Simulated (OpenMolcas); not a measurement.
## Mo2+: effect of correlating more closed shells

```yaml
Program: OpenMolcas 26.06
Basis: ANO-RCC-VTZP [7s6p4d2f1g]
Scalar_Hamiltonian: DKH2, point nucleus
Active_space: 4 electrons in 6 orbitals (4d 5s)
State_averaging: 2S+1 = 5 even, 15 roots; 2S+1 = 3 even, 95 roots kept (CI in the orbitals of an earlier block); 2S+1 = 1 even, 90 roots kept (CI in the orbitals of an earlier block)
Spin-orbit_coupling: state interaction with AMFI integrals over the reference wave functions, term energies averaged over their components
```

Methods on the same reference wave functions:
A. CASSCF
B. MS-CASPT2, IPEA 0.25 Eh, imaginary shift 0.1 Eh (closed shells correlated: none)
C. MS-CASPT2, IPEA 0.25 Eh, imaginary shift 0.1 Eh (closed shells correlated: 4s 4p)

Energies in cm-1 above 4d4 5D0, the measured ground level; measured values from Sugar and Musgrove, J. Phys. Chem. Ref. Data 17, 155 (1988).

```json
{"Level": "4d4 5D0", "A": "0.0", "B": "0.0", "C": "0.0", "Measured": "0.0"}
{"Level": "4d4 5D1", "A": "233", "B": "256", "C": "249", "Measured": "242"}
{"Level": "4d4 5D2", "A": "658", "B": "703", "C": "690", "Measured": "668"}
{"Level": "4d4 5D3", "A": "1228", "B": "1281", "C": "1264", "Measured": "1224"}
{"Level": "4d4 5D4", "A": "1909", "B": "1950", "C": "1934", "Measured": "1872"}
{"Level": "4d4 3P0(1)", "A": "15253", "B": "11310", "C": "12100", "Measured": "11149"}
{"Level": "4d4 3H4 [71 %]", "A": "16154", "B": "14730", "C": "13960", "Measured": "12680"}
{"Level": "4d4 3P1(1)", "A": "16497", "B": "12570", "C": "13380", "Measured": "12510"}
{"Level": "4d4 3H5", "A": "16682", "B": "15440", "C": "14560", "Measured": "13276"}
{"Level": "4d4 3H6", "A": "17190", "B": "15990", "C": "15110", "Measured": "13811"}
{"Level": "4d4 3F2(1)", "A": "18094", "B": "15140", "C": "15140", "Measured": "13929"}
{"Level": "4d4 3F3(1)", "A": "18133", "B": "15300", "C": "15160", "Measured": "13948"}
{"Level": "4d4 3F4(1) [72 %]", "A": "18400", "B": "15710", "C": "15510", "Measured": "14296"}
{"Level": "4d4 3P2(1)", "A": "18468", "B": "14510", "C": "15310", "Measured": "14358"}
{"Level": "4d4 3G3", "A": "20403", "B": "18020", "C": "17240", "Measured": "15871"}
{"Level": "4d4 3G4", "A": "20875", "B": "18500", "C": "17690", "Measured": "16283"}
{"Level": "4d4 3G5", "A": "21258", "B": "19020", "C": "18110", "Measured": "16714"}
{"Level": "4d4 1I6", "A": "25022", "B": "23140", "C": "21620", "Measured": "20290"}
{"Level": "4d4 3D3", "A": "25767", "B": "21810", "C": "20880", "Measured": "19488"}
{"Level": "4d4 3D2", "A": "25853", "B": "21780", "C": "20990", "Measured": "19577"}
{"Level": "4d4 3D1", "A": "26174", "B": "22240", "C": "21310", "Measured": ""}
{"Level": "4d4 1G4(1)", "A": "26523", "B": "22950", "C": "22410", "Measured": "20612"}
{"Level": "4d4 1D2(1)", "A": "29978", "B": "24530", "C": "24870", "Measured": "22806"}
{"Level": "4d4 1S0(1)", "A": "30499", "B": "24690", "C": "24640", "Measured": "22990"}
```

Deviations, from unrounded energies. A percentage is the sum of absolute deviations over the sum of measured energies, with the sign that they share, or ± where signs differ.

```
                        Against measurement  Levels      A      B     C
             mean absolute deviation (cm-1)      22   3900   1400  1100
      fine structure of the ground term (%)       4   ±1.5   +4.6  +3.2
other terms of the ground configuration (%)      18  +29.4  +10.4  +8.2
```

C lies closest to measurement on these levels and A furthest from it. The largest miss of C in the table is 4d4 1D2(1), by +2100 cm-1. The ranking rests on the paired levels alone, and a cruder setting can come out closer through cancelling errors.

Between B and C the level of the table that moves most is 4d4 1I6, by 1500 cm-1 (lowest in C, highest in B). Moves below CASPT2's spread within the term are not significant.

From A to B the spin-free energies of the other terms of 4d4 shown, above 5D, scale by factors of 0.75 to 0.92, as is usual when dynamic correlation screens the repulsion within a d or f shell.

The lowest spin-free term lies below A's lowest term by 0.043 hartree in B, 0.337 hartree in C.

What an inner shell adds also hangs on whether the basis holds functions to correlate it.

CASPT2 does not keep the components of a term degenerate, so their means are used; among the terms shown or strongly mixed into the levels shown the widest spread is 200 cm-1 (4d4 1G(1), C). Terms from blocks run as CI alone lack orbitals of their own. Configurations are named by rounded mean occupations; where the s occupation lies near a half they are strongly mixed, a name can repeat and a true partner stay unpaired. Without dynamic correlation excited terms often stand tens of per cent too high (terms of higher spin than the ground term too low), and those without a measured partner can miss by more than the paired ones (holds for A). Some levels mix across a computed gap that differs much from the measured one, so their mixing is not that of the real levels (holds for A; B). Blocks of more than 70 roots (2S+1 = 3 even, 1 even) ran without multistate coupling (holds for B; C). The CASPT2 spread within a term exceeds the gap to the next term for 4d4 3F(1) and 4d4 3H, so the order of their levels is uncertain, and so are names and mixing where such terms share a J (holds for B). Some terms miss by over 15 % even with CASPT2, which points to a basis or an active space too small for the shells correlated (holds for B). Computed and measured levels are paired by configuration, term and J; levels that our copy of the source lacks, or whose pairing is in doubt (as where it misses far off the trend of its configuration), stay unpaired and out of the deviations. Levels of configurations outside the active space are missing. The table leaves out levels that lie high or whose names do not pair safely across all columns.

A share in square brackets marks a mixed level and gives the weight of the term that names it, the lowest over the columns. A number in round brackets counts repeated terms of one configuration in the order of the reference energies.
